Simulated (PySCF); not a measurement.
BLYP on Ni⁻ (nickel, charge -1), [Ar] 3d9 4s2, 2D determinant. Computed with PySCF 2.14 in def2-QZVPPD (11s6p5d4f2g, 100 functions), with the non-relativistic Hamiltonian (point nucleus).

```
cycle= 1 E= -1508.27309375387  delta_E= 0.13  |g|= 0.934  |ddm|= 0.898
cycle= 2 E= -1507.28850811584  delta_E= 0.985  |g|=  2.5  |ddm|= 1.27
cycle= 3 E= -1508.42191136219  delta_E= -1.13  |g|= 0.336  |ddm|= 0.851
cycle= 4 E= -1508.44842987417  delta_E= -0.0265  |g|= 0.115  |ddm|= 0.459
cycle= 5 E= -1508.45228799469  delta_E= -0.00386  |g|= 0.0167  |ddm|= 0.205
cycle= 6 E= -1508.45240639517  delta_E= -0.000118  |g|= 0.000256  |ddm|= 0.0417
cycle= 7 E= -1508.45240641537  delta_E= -2.02e-08  |g|= 3e-05  |ddm|= 0.000667
cycle= 8 E= -1508.45240641563  delta_E= -2.61e-10  |g|= 6.24e-06  |ddm|= 8.57e-05
converged SCF energy = -1508.45240641563  <S^2> = 0.75314549  2S+1 = 2.003143
```

Highest occupied orbital energy: 2.578 eV; ⟨L²⟩ = 6.03; populations by l: s 8.00, p 12.00, d 9.00, f 0.00.

**Question.** Can this result be used?

**Answer.** With care. The calculation finished and met its thresholds. At BLYP the highest occupied level has a positive energy, so only the finite basis holds that electron; in a semilocal or global hybrid functional this comes from self-interaction and does not mean that the real anion is unbound.
